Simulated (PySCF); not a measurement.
Orbital picture of InCl

r²SCAN at R = 2.454 Å; In aug-cc-pVDZ-PP with ECP28, Cl aug-cc-pV(D+d)Z; scalar-relativistic core potentials (PySCF 2.14). State: ¹Σ⁺ (singlet), closed shell. Only the outer orbitals are listed, counted within each symmetry, core potentials removing the inner ones.

```json
{"orbital": "8σ", "occ.": "2", "ε (eV)": "-9.78", "on In (%)": "57", "main shells (%)": "55 In s, 40 Cl p"}
{"orbital": "4π", "occ.": "2", "ε (eV)": "-7.23", "on In (%)": "4", "main shells (%)": "96 Cl p"}
{"orbital": "4π", "occ.": "2", "ε (eV)": "-7.23", "on In (%)": "4", "main shells (%)": "96 Cl p"}
{"orbital": "9σ", "occ.": "2", "ε (eV)": "-6.67", "on In (%)": "55", "main shells (%)": "45 Cl p, 39 In s, 15 In p"}
{"orbital": "5π", "occ.": "0", "ε (eV)": "-2.35", "on In (%)": "98", "main shells (%)": "98 In p"}
{"orbital": "5π", "occ.": "0", "ε (eV)": "-2.35", "on In (%)": "98", "main shells (%)": "98 In p"}
{"orbital": "10σ", "occ.": "0", "ε (eV)": "-0.34", "on In (%)": "103", "main shells (%)": "94 In p"}
```

Which are the highest filled and the lowest empty level, where do they sit, and how wide is the gap?

Highest filled 9σ at -6.67 eV (in %: 45 Cl p, 39 In s, 15 In p); lowest empty 5π at -2.35 eV (in %: 98 In p); the gap at r²SCAN is 4.32 eV.

The bond order (Mayer) is 0.74 and the ⟨S²⟩ is 0.000. The charge on In (Mulliken, basis-dependent) is 0.61 and the charge on In (Löwdin, basis-dependent) is 0.46. The dipole moment (positive dipole means In(−)Cl(+)) is -3.69 D.

Shares are Mulliken populations and can fall outside 0 to 100 %.

Spin–orbit coupling is left out.
